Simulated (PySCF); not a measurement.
Sr: ionisation energy

Sr [Kr] 5s2 (1S) → Sr⁺ [Kr] 5s1 (2S), as a difference of total energies. Computed with PySCF 2.14 in x2c-TZVPall (8s6p6d1f, 63 functions), with scalar relativity by spin-free X2C-1e. Correlated levels: valence: [Kr] frozen. The calculations carry no spin-orbit coupling.

| method | ionisation energy (eV) |
| --- | --- |
| UHF | 4.746 |
| MN15 | 6.010 |
| PBE | 5.710 |
| MP2 (valence) | 5.216 |
| SCS-MP2 (valence) | 5.310 |

Task: How much does correlation contribute at MP2 (valence)?

Result: 5.216 − (4.746) = 0.470 eV, measured against UHF.

Errors of the correlated levels include the incompleteness of this basis and the frozen core.

MP2 underrates the near-degeneracy of ns² with np² in the lower species.

For comparison: 5.695 eV (measured; NIST Atomic Spectra Database, ionization energies).
